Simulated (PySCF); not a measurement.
C₃H₇FTe, SMILES CC(C)[Te]F.

Coordinates come from a PBE0-D3(BJ)/def2-SVP optimisation. The structure was generated by enumeration, and PubChem lists no compound with its InChIKey, so it may never have been made. The def2 effective core potentials stand for the cores of Te; spin–orbit coupling is left out. One conformer was computed; it need not be the lowest.

Calculation: PBE0-D3(BJ)/def2-SVP (PySCF 2.14.0).

Frequencies are harmonic and unscaled.

| mode | ν (cm⁻¹) | IR (km/mol) | moving atoms (share of kinetic energy) |
|---|---|---|---|
| 1 | 55 | 1.6 | F 44 %, C 32 %, H 17 % |
| 2 | 136 | 4.8 | F 59 %, C 20 %, H 11 %, Te 10 % |
| 3 | 237 | 0.1 | H 79 %, C 16 % |
| 4 | 241 | 0.6 | C 45 %, H 40 %, Te 9 % |
| 5 | 267 | 0.1 | H 92 % |
| 6 | 278 | 1.3 | C 51 %, H 32 %, Te 11 % |
| 7 | 389 | 0.9 | C 58 %, H 41 % |
| 8 | 516 | 1.5 | C 64 %, H 30 % |
| 9 | 612 | 47.8 | F 87 %, Te 13 % |
| 10 | 901 | 0.9 | C 64 %, H 36 % |
| 11 | 931 | 2.3 | H 87 %, C 13 % |
| 12 | 966 | 0.4 | H 75 %, C 25 % |
| 13 | 1021 | 4.3 | H 84 %, C 16 % |
| 14 | 1146 | 0.1 | C 60 %, H 40 % |
| 15 | 1173 | 27.6 | C 52 %, H 48 % |
| 16 | 1219 | 46.0 | H 70 %, C 30 % |
| 17 | 1339 | 0.2 | H 75 %, C 25 % |
| 18 | 1388 | 11.9 | H 70 %, C 30 % |
| 19 | 1396 | 4.5 | H 79 %, C 21 % |
| 20 | 1453 | 5.7 | H 95 % |
| 21 | 1460 | 0.4 | H 96 % |
| 22 | 1468 | 10.6 | H 96 % |
| 23 | 1479 | 10.0 | H 96 % |
| 24 | 3042 | 15.9 | H 97 % |
| 25 | 3043 | 25.3 | H 97 % |
| 26 | 3108 | 0.3 | H 92 %, C 8 % |
| 27 | 3132 | 8.1 | H 91 %, C 9 % |
| 28 | 3136 | 7.8 | H 91 %, C 9 % |
| 29 | 3143 | 14.9 | H 91 %, C 9 % |
| 30 | 3168 | 3.6 | H 91 %, C 9 % |
